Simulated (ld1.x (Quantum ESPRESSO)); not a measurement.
**What one change does to a pseudopotential (Zn, PAW)**

| Property | Result |
| --- | --- |
| Element | zinc |
| Generator | ld1.x (Quantum ESPRESSO) 7.5 |
| Type | PAW |
| Functional | PBEsol |
| Relativity | scalar-relativistic |
| Frozen core | [Ne] |
| Valence charge | 20 |
| Reference configuration | 3s2 3p6 3d10 4s1.5 4p0 (charge +0.5) |
| Partial waves | 3s (bound): rcut 0.90, rcutus 1.10 bohr; 4s (bound): rcut 0.90, rcutus 1.10 bohr; 3p (bound): rcut 1.00, rcutus 1.10 bohr; 4p (bound, empty): rcut 1.00, rcutus 1.10 bohr; 3d (bound): rcut 1.15, rcutus 1.45 bohr; 3d channel at 0.3 Ry: rcut 1.15, rcutus 1.45 bohr |
| Local potential | all-electron potential smoothed inside 1.45 bohr (lloc = -1) |
| Core correction | Bessel-smoothed model core inside 0.55 bohr |
| Augmentation charge | GAUSS, radius 0.70 bohr |

All-electron outer shells of the reference configuration (PBEsol, scalar-relativistic, ld1.x):

```tsv
shell	level (eV)	outermost node (bohr)	outermost maximum (bohr)
2p	-1008.02	–	0.15
3s	-133.55	0.28	0.59
3p	-87.88	0.25	0.59
3d	-14.77	–	0.57
4s	-9.86	0.85	2.04
4p	-4.20	0.92	2.71
```

Change: augmentation PSQ, radius 0.95 bohr.

Cutoffs: the cutoffs (Ry, on a coarse ladder) from which the occupation-weighted sum of valence levels, in a spherical-Bessel basis at the reference potential, stays within 10 and 1 mRy of its value at 400 Ry; they do not see the model core or the augmentation charge, which bear on the density cutoff. Errors are all-electron minus pseudo energies relative to the spin-unpolarised reference configuration.

Question: How do hardness, ghosts and transferability respond?

Answer: The potential gets neither clearly harder nor softer (90 Ry and 160 Ry → 90 Ry and 160 Ry); of the 7 tests that both files solve, the error grows in 2 and shrinks in 2 by more than 15 % and 0.3 meV (median size 4.3 → 3.8 meV); neither file shows a bound ghost.

| quantity | base | changed |
| --- | --- | --- |
| cutoff, loose | 90 Ry | 90 Ry |
| cutoff, tight | 160 Ry | 160 Ry |
| bound ghosts | none | none |
| error for 3s2 3p6 3d10 4s2 4p0, meV [ΔE -3.95 eV] | +0.4 | +0.2 |
| error for 3s2 3p6 3d10 4s1 4p0, meV [ΔE 5.95 eV] | -0.6 | -0.7 |
| error for 3s2 3p6 3d10 4s0 4p0, meV [ΔE 24.30 eV] | -2.3 | -3.8 |
| error for 3s2 3p6 3d9 4s2 4p0, meV [ΔE 13.98 eV] | +25 | -3.8 |
| error for 3s1 3p6 3d10 4s2 4p0, meV [ΔE 133.80 eV] | -44 | -38 |
| error for 3s2 3p6 3d8 4s0 4p0, meV [ΔE 126.59 eV] | +70 | -36 |
| error for 3s2 3p6 3d9 4s0 4p0, meV [ΔE 64.81 eV] | +4.3 | -6.4 |
| s: phases at 1.60 bohr within 0.05 rad from the reference energy up to (Ry; the scan ends near 5) | to the end of the scan | to the end of the scan |
| p: phases at 1.60 bohr within 0.05 rad from the reference energy up to (Ry; the scan ends near 5) | to the end of the scan | to the end of the scan |
| d: phases at 1.60 bohr within 0.05 rad from the reference energy up to (Ry; the scan ends near 5) | to the end of the scan | to the end of the scan |
| lowest overlap eigenvalue by channel | s 0.14, p 0.16, d 0.57 | s 0.14, p 0.16, d 0.57 |
